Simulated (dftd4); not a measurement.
CH3O (SMILES [CH2]O), doublet, at a GFN2-xTB geometry; D4 for tpss in dftd4 4.2.0.

dftd4 was given this input:
```
$ dftd4 mol.xyz --func tpss --charge 0 --json dftd4.json --noedisp --property

# file mol.xyz
5

C      0.68555475     0.02506030    -0.03326015
O     -0.67125356    -0.12186477    -0.00544343
H     -1.09819889     0.73923507    -0.05875489
H      1.12820553     0.97457786     0.20251259
H      1.22669342    -0.88925661     0.09935069
```

Output, abridged:

```
                    ____  _____ _____     ____  _  _
      -------------|  _ \|  ___|_   _|---|  _ \| || |------------
     |             | | | | |_    | | ___ | | | | || |_           |
     |             | |_| |  _|   | ||___|| |_| |__   _|          |
     |             |____/|_|     |_|     |____/   |_|            |
     |             ===================================           |
     |            E. Caldeweyher, S. Ehlert & S. Grimme          |
     |          Mulliken Center for Theoretical Chemistry        |
     |                    University of Bonn                     |
      -----------------------------------------------------------

Rational (Becke-Johnson) damping: tpss-D4-ATM
---------------------
  s6         1.0000
  s8         1.7660
  s9         1.0000
  a1         0.4282
  a2         4.5426
 alp        16.0000
--------------------

Atomic data, radii in Ångström:
------------------------------------------------------
   Z          R(cov)      r4/r2   hardness         EN
------------------------------------------------------
   6 C        1.0000     1.6431     0.4220     2.5500
   8 O        0.8400     1.3725     0.5869     3.4400
   1 H        0.4267     1.0622     0.4726     2.2000
------------------------------------------------------

Atomic reference systems (in atomic units):
----------------------------------------------------------------------------
   Z        #      CN     q+Z       C6(AA)   #      CN     q+Z       C6(AA)
----------------------------------------------------------------------------
   6 C      1  0.0000  6.0000      49.3833   2  0.9189  5.8288      52.1688
            3  1.9079  5.8579      35.6972   4  2.8312  5.7775      35.8445
            5  3.7487  5.7435      28.6317   6  2.9183  5.8956      32.2504
            7  0.8556  6.2103      25.6194
   8 O      1  0.0000  8.0000      15.5711   2  0.8042  7.6453      20.8489
            3  1.6112  7.4012      24.8631   4  0.9798  8.0000      14.9880
   1 H      1  0.0000  1.0000       7.6362   2  0.8942  1.0000       3.0374
----------------------------------------------------------------------------

Atomic properties (in atomic units):
----------------------------------------------------------------------------
     #    Z              CN          q      C6(AA)        C8(AA)   alpha(0)
----------------------------------------------------------------------------
     1    6 C        2.7058    -0.0743     31.4989      911.0021     9.1569
     2    8 O        1.6581    -0.4450     21.5737      435.3695     6.2830
     3    1 H        0.8052     0.2608      0.8517       10.2962     1.4496
     4    1 H        0.9262     0.1192      1.6199       19.5815     1.9903
     5    1 H        0.9265     0.1393      1.4658       17.7189     1.8932
----------------------------------------------------------------------------

Molecular properties (in atomic units):
----------------------------------------
 molecular C6                 185.3539
 molecular C8                3928.0738
----------------------------------------

Dispersion energy:      -1.6329604383968E-03 Eh

[Info] JSON dump of results written to 'dftd4.json'
```
